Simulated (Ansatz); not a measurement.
A nudged elastic band was laid between two geometries of BFH2 + BrH (6 atoms, charge 0, multiplicity 1).

Level of theory: RKS B3LYP-D4/def2-SVP (Ansatz 0.2.0).

| Quantity | Value |
| --- | --- |
| movable images | 5 |
| climbing image | yes |
| spring | 5.0 eV/Å² |
| optimiser | quadratic models (default) |
| start path | through a guess of the saddle point |
| force threshold | 0.05 eV/Å |
| iteration limit | 60 |
| end points | relaxed |

Image 0:

```xyz
6
Properties=species:S:1:pos:R:3
B -0.008 0.314 -0.078
F -0.015 0.654 1.205
H 1.060 0.237 -0.631
H -1.073 0.165 -0.624
Br 0.100 -2.738 0.941
H 0.081 -1.915 2.110
```

Image 6:

```xyz
6
Properties=species:S:1:pos:R:3
B 0.017 -0.414 -0.156
F 0.007 0.134 1.728
H 1.058 0.085 -0.470
H -1.059 0.012 -0.461
Br 0.085 -2.355 0.215
H 0.038 -0.745 2.066
```

Problem. Which bonds break or form, and what moves?

Solution. Bonds broken: B1–F2, Br5–H6. Bonds formed: B1–Br5, F2–H6. BFH2 + BrH becomes BBrH2 + FH.

Problem. What energy profile does the band end with?

Solution. The run converged. The highest image is number 4 of 0 to 6, 0.97 eV above the first end and 0.26 eV above the last; the last end lies 0.71 eV above the first. A vibrational analysis at the climbing image gives one clearly imaginary mode, 891i cm⁻¹: a first-order saddle point. The orbitals stay closed-shell, which can raise the energy where a bond breaks towards radicals; this wasn't checked here.

```
image  path coordinate (Å)  energy (eV)  B1–F2 (Å)  Br5–H6 (Å)  B1–Br5 (Å)
    0                 0.00         0.00       1.33        1.43        3.22
    1                 0.38         0.02       1.33        1.43        3.09
    2                 0.75         0.13       1.34        1.43        2.80
    3                 1.13         0.52       1.40        1.48        2.47
    4                 1.51         0.97       1.54        1.70        2.22
    5                 1.87         0.77       1.74        2.06        2.05
    6                 2.23         0.71       1.96        2.45        1.98
```

Problem. What is the geometry of the highest image?

Solution. 
```xyz
6
Properties=species:S:1:pos:R:3:forces:R:3
B 0.010 -0.185 0.031 0.01 0.00 0.02
F 0.006 0.150 1.534 0.00 -0.01 -0.01
H 1.064 0.086 -0.465 0.00 0.00 -0.01
H -1.063 0.017 -0.457 0.00 0.00 -0.01
Br 0.082 -2.331 0.598 0.00 -0.01 0.00
H 0.045 -1.021 1.682 0.00 0.01 0.01
```

Problem. What are the harmonic wavenumbers there?

Solution. 891i, 375, 481, 649, 730, 850, 925, 1132, 1222, 1491, 2626, 2765 cm⁻¹.

Run time: 49 s on 1 thread of AMD EPYC 9R45 96-Core Processor (Zen 5) (shared host), peak memory 0.2 GiB.
